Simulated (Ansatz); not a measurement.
`[OH][Ga]([OH])[OH]` + H₂Se → `[OH][Ga]([OH])[SeH]` + H₂O  (ligand exchange at a Ga–O bond)

Gas-phase electronic energies from Ansatz, PBE0-D4/def2-TZVP geometries. CCSD(T)/CBS is the MP2 limit (def2-TZVPP, def2-QZVPP) plus CCSD(T) − MP2 in def2-TZVPP, frozen cores. This one scheme is used for every species. Functionals use def2-TZVPP. HSE06 is defined as in plane-wave codes. For Ga, Se outer-core shells are correlated without core-valence functions, which leaves a few kJ/mol of doubt a bond. Scalar relativity is left out up to krypton. Each species was taken in one conformer, which may not be the lowest.

| level | ΔE (kcal/mol) | difference from CCSD(T)/CBS |
| --- | --- | --- |
| r2SCAN-D4 | -11.2 | 0.6 |
| PBE0-D4 | -12.8 | -1.0 |
| HSE06-D4 | -12.9 | -1.1 |
| ωB97X-V | -10.0 | 1.8 |
| ωB97M-V | -10.9 | 0.9 |
| B2PLYP | -10.0 | 1.8 |
| r2SCAN | -11.1 | 0.7 |
| r2SCAN0 | -11.8 | 0.0 |
| CAM-B3LYP | -8.9 | 2.9 |
| RPA@PBE/def2-TZVPP | -9.2 | 2.6 |
| CCSD/def2-SVP | -6.8 | 5.0 |
| CCSD(T)/def2-SVP | -7.0 | 4.8 |
| MP2/def2-TZVPP | -10.9 | 0.9 |
| CCSD/def2-TZVPP | -9.9 | 1.9 |
| MP2/def2-QZVPP | -11.6 | 0.2 |
| HF/CBS(def2) | -9.2 | 2.6 |
| CCSD(T)/CBS | -11.8 | 0 |

Largest T1 diagnostic among the species: 0.014.

Leaving LDA and LC-ωPBE aside and taking each functional with its dispersion term where it has one, the values, not all of them listed here, spread over 3.3 kcal/mol, from HSE06-D4 to CAM-B3LYP-D4. The D4 term adds −1.1 kcal/mol with B3LYP and −0.6 kcal/mol with PBE0; it sums over pairs of atoms, weighted by their polarisabilities, and B3LYP, whose exchange is more repulsive, gets the larger term. At CCSD(T), def2-SVP lies +4.8 kcal/mol from the extrapolated value and def2-TZVPP +1.6 kcal/mol.

B3LYP here is the variant with VWN-RPA as its local correlation; programs differ in this.
